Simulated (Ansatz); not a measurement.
All numbers were calculated with Ansatz.

`OC(Cl)[SiH2]S` at its PBE0-D4/def2-TZVP geometry, where that method's forces vanish. Total charge 0; spin multiplicity 1.

```tsv
atom	x (Å)	y (Å)	z (Å)
O1	1.769	-0.470	0.238
C2	0.928	0.571	-0.059
Cl3	0.513	1.562	1.433
Si4	-0.748	0.010	-0.763
S5	-1.415	-1.542	0.543
H6	1.246	-1.181	0.637
H7	1.470	1.269	-0.696
H8	-1.690	1.148	-0.857
H9	-0.559	-0.650	-2.078
H10	-1.516	-0.716	1.602
```

**Question.** For each bond, give half the difference of the two atoms' forces along it (eV/Å; positive pushes the atoms apart) under PBE-D4, r2SCAN-D4, B3LYP-D4, ωB97M-V in def2-TZVPP. (Estimate.)

**Answer.** The calculation gave: 
```tsv
bond	length (Å)	PBE-D4	r2SCAN-D4	B3LYP-D4	ωB97M-V
O1–C2	1.371	0.28	0.23	0.29	0.37
O1–H6	0.969	0.44	0.03	-0.06	-0.15
C2–Cl3	1.839	0.30	0.31	0.35	0.01
C2–Si4	1.903	-0.08	-0.08	0.00	-0.05
C2–H7	1.090	0.08	-0.09	-0.21	-0.17
Si4–S5	2.136	0.15	0.04	0.19	0.08
Si4–H8	1.480	0.05	-0.03	-0.13	-0.14
Si4–H9	1.484	0.09	-0.02	-0.14	-0.14
S5–H10	1.346	0.26	0.01	-0.04	-0.10
```

B3LYP here is the variant with VWN-RPA as its local correlation; programs differ in this.
